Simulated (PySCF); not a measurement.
Electron detachment from `[N]#[Fe-]([OH])([OH])([OH])[OH]` ([FeH4NO4]-)

Molecule: `[N]#[Fe-]([OH])([OH])([OH])[OH]` ([FeH4NO4]-). Coordinates in Å; atoms count from 1 in this order:
```
Fe   -0.0193    0.3809    0.0979
N     0.6460    1.0602    1.2772
O     1.2251   -0.1907   -1.1450
H     1.3487   -1.1053   -0.8017
O    -0.4041    1.7118   -1.1363
H     0.3384    1.5941   -1.7666
O    -1.8275    0.2095    0.3463
H    -1.8141   -0.6675    0.7970
O     0.0276   -1.4996    0.7149
H     0.4980   -1.4776    1.5693
```

Energies: PBE0-D3(BJ)/ma-def2-SVP (PySCF, density fitting, integration grid level 2) on BP86-D3(BJ)/ma-def2-SVP structures. The prefix ma- adds one diffuse s and one diffuse p function on all atoms but H. Thermal corrections: GFN2-xTB frequencies, unscaled, ideal gas at 298.15 K and 1 bar, quasi-RRHO entropy. These were taken at the GFN2-xTB minima.

Frontier levels of the parent: HOMO -2.83 eV, LUMO 1.21 eV.

Oxidation to the radical:
```
Vertical detachment energy (electronic)              : 4.42 eV
Adiabatic detachment energy (with zero-point energy) : 4.04 eV
Adiabatic, electronic part                           : 4.04 eV
Vertical gap at the product's structure              : 4.13 eV
⟨S²⟩ of the product                                  : 1.619
Largest spin populations                             : Fe1 2.04, N2 -1.31
Largest changes of atomic charge                     : N2 0.20, Fe1 0.18, O9 0.16, O3 0.12
Distances that move most (Å)                         : Fe1–O9 1.980 → 1.835; Fe1–O5 1.856 → 1.836; Fe1–O3 1.849 → 1.836; O9–H10 0.976 → 0.983
```

Known limits: ma-def2-SVP is a small basis, whose errors can reach tens of kJ/mol; spin-orbit coupling is left out of the energies, which matters for open shells on the heavier atoms; the product is spin contaminated; the parent lies 0.09 eV lower at the structure of the radical than at its own, so the structures fit this level poorly.

Run with `OMP_NUM_THREADS=1 python redox_run.py task.json out` on 1 thread of Arm Neoverse V2, a shared host. Structures, frequencies and single points: 23 min of wall time.
